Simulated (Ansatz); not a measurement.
Vertical triplet-singlet gap, E(triplet) - E(singlet): 6 cases among silicon compounds with O, N or halogens, in eV, species as SMILES. Set-up: dispersion terms only where a functional's name holds one; UHF or UKS for open shells; each state is the SCF solution reached for its charge and spin; non-relativistic; frozen cores in correlated levels; 6-311+G** with 5d, 6d on Na to Ar in Ansatz (a quantum-chemistry and plane-wave program); spin-orbit terms left out; 6-31G* and kin with 6d, 5d where marked. CBS marks a two-point X^-3 extrapolation of the correlation energy; Hartree-Fock from the larger set. The bracket is a focal-point correction in the basis named. Ab initio and DFT rows: single points at B3LYP-D3(BJ) geometries (Ansatz). Levels can end on unlike triplets.

Coupled cluster (Ansatz) is a level with limits of its own, used here on species with T1 under 0.025 (0.045 for open shells) and stable references: RI-MP2/CBS(aug-cc-pV(T+d)Z,aug-cc-pV(Q+d)Z)+[CCSD(T)-MP2]/aug-cc-pV(T+d)Z.

| species | atoms | coupled cluster | difference of B3LYP/6-31G* (Ansatz) | difference of PBE/6-31G* (Ansatz) | difference of PBE/6-311+G** (Ansatz) | difference of MP2/6-311+G** (Ansatz) | difference of PBE/def2-TZVPD (Ansatz) | difference of wB97X-V/def2-TZVPD (Ansatz) |
|---|---|---|---|---|---|---|---|---|
| F[SiH2][SiH3] | 8 | 5.85 | 0.09 | -0.31 | -0.45 | 0.36 | -0.65 | 0.00 |
| F[SiH2][SiH2]F [fluoro(fluorosilyl)silane] | 8 | 5.28 | -0.09 | -0.58 | -0.62 | 0.28 | -0.76 | 0.01 |
| [SiH2]([SiH](F)F)F | 8 | 5.60 | -0.08 | -0.59 | -0.68 | 0.29 | -0.83 | -0.04 |
| N[Si](N)(N)Cl | 11 | 6.41 | 0.60 | 0.04 | -0.94 | 0.09 | -0.90 | 0.23 |
| O[Si](O)([SiH3])O | 11 | 6.46 | 0.09 | -0.35 | -0.56 | 0.37 | -0.77 | -0.03 |
| C(=C)[SiH2][SiH2]Cl | 12 | 4.42 | -0.15 | -0.17 | -0.23 | 0.11 | -0.27 | -0.08 |

| level | cases | mean signed difference | mean absolute difference | median absolute difference | largest absolute difference |
|---|---|---|---|---|---|
| B3LYP/6-31G* (Ansatz) | 6 | 0.077 | 0.183 | 0.090 | 0.60 |
| PBE/6-31G* (Ansatz) | 6 | -0.327 | 0.340 | 0.330 | 0.59 |
| PBE/6-311+G** (Ansatz) | 6 | -0.580 | 0.580 | 0.590 | 0.94 |
| MP2/6-311+G** (Ansatz) | 6 | 0.250 | 0.250 | 0.285 | 0.37 |
| PBE/def2-TZVPD (Ansatz) | 6 | -0.697 | 0.697 | 0.765 | 0.90 |
| wB97X-V/def2-TZVPD (Ansatz) | 6 | 0.015 | 0.065 | 0.035 | 0.23 |

B3LYP/6-31G* lies above in 3 of 6 cases and within 0.1 eV in 4; mean signed difference 0.077 eV, mean absolute 0.183 eV (0.087 over the 3 cases of up to 8 atoms, 0.280 over the larger). These figures hold for the species listed.

How the rows were picked: cases drawn at random among the computed members of the class with clean coupled-cluster diagnostics. The batch they came from held 38 cases of this property in the class: 0 with a tabulated value, 10 with clean coupled cluster alone, 28 with neither, which enter no statistics. The levels are drawn from those run on every case listed, the commonest habits more often. No case is left out for the size of its miss. Left out are saddle points of the reference geometry, anions that the best level run finds unbound, excited spin states, species near biochemistry, 298 K rows of species without real B3LYP wavenumbers, cases with under five habitual levels, runs that failed or that the program found above a lower state of the same kind, table entries that another table contradicts, and a share of species set aside by lot.
